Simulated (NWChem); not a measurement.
System: InSi$_{2}$H$_{7}$; SMILES [SiH3][InH][SiH3]

```xyz
10

In    -0.4884     0.0004     0.0000
H     -2.2307    -0.0068     0.0000
Si     0.7276     0.0002     2.2903
H      0.2949     1.1736     3.1163
H      2.2176     0.0562     2.1646
H      0.3822    -1.2385     3.0606
Si     0.7276     0.0002    -2.2903
H      0.2949     1.1736    -3.1163
H      0.3822    -1.2385    -3.0606
H      2.2176     0.0562    -2.1646
```
Atoms are numbered in this order, from 1.

Program: NWChem. All runs use the structure optimised with PBE0/def2-SVP. No frequency run checked for a minimum. def2 effective core potentials on In; no spin-orbit coupling. B3LYP is NWChem's, with the RPA form of VWN correlation. Vertical excitations in the gas phase; the lowest state need not have the same character in each row.

```
level                                      lowest excitation, singlet (eV)  oscillator strength of that lowest state  orbital gap (eV)
-----------------------------------------  -------------------------------  ----------------------------------------  ----------------
PBE/def2-SVP, TDA                                                        …                                     0.000                 …
B3LYP/def2-SVP, TDA                                                   3.42                                     0.000              4.29
LDA (Slater exchange, VWN5)/def2-SVP, TDA                             3.24                                     0.000              2.96
```

Q: Some entries are withheld; supply them.

A: 
- PBE/def2-SVP, TDA, lowest excitation, singlet (eV): 3.31
- PBE/def2-SVP, TDA, orbital gap (eV): 3.07
